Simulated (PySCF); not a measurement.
Cl₃FTi, SMILES [Cl][Ti]([F])([Cl])[Cl], multiplicity 1.

Geometry: ωB97X-D3(BJ)/def2-SVP. The spin state was assumed, not searched.

Computed with ωB97X-D3(BJ)/def2-SVP run with PySCF.

Frequencies are harmonic and unscaled.

Modes within 1.5 cm⁻¹ of each other (mostly degenerate sets) share a row, with their intensities summed.

| mode | ν (cm⁻¹) | IR (km/mol) | moving atoms (share of kinetic energy) |
|---|---|---|---|
| 1–2 | 124 | 0.5 | Cl 88 % |
| 3 | 145 | 3.3 | Cl 56 %, Ti 30 %, F 14 % |
| 4–5 | 183 | 3.8 | F 60 %, Cl 31 %, Ti 9 % |
| 6 | 431 | 11.2 | Cl 83 %, Ti 11 % |
| 7–8 | 527 | 357.7 | Ti 56 %, Cl 43 % |
| 9 | 834 | 181.9 | F 68 %, Ti 32 % |
